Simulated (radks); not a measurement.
All-electron atom: the fluorine ion F+ in [He] 2p6 (not the ground configuration).

All-electron calculation, Dirac Kohn-Sham, PBE, spin-unpolarised, spherical densities, point nucleus. Program: a radial shooting solver on a logarithmic mesh with Libxc functionals.

Energy parts (eV):
| part | energy |
|---|---|
| total | -2656.543 |
| kinetic | 2655.222 |
| electron-nucleus | -6242.154 |
| Hartree | 1191.062 |
| exchange-correlation | -260.672 |

Orbitals (lengths in bohr, moments of r in powers of bohr; <r^-3> diverges for s and p1/2; r(90%) holds 90 % of the orbital's charge):
orbital  occ.  eigenvalue (eV)  <r^-3>    <r^2>  r(90%)  small-component weight
1s1/2       2        -684.2316       -  0.04191   0.315                9.91e-04
2p1/2       2         -28.6172       -    1.252    1.69                1.02e-04
2p3/2       4         -28.5437   8.925    1.256    1.69                1.02e-04

The highest occupied level is 2p3/2 at -28.544 eV. Summed over all electrons, <r^2> = 7.611 bohr^2, which gives a Langevin (diamagnetic) susceptibility term of -6.03 x 10^-6 cm^3/mol. The density falls to 0.001 e/bohr^3 at r = 2.83 bohr.
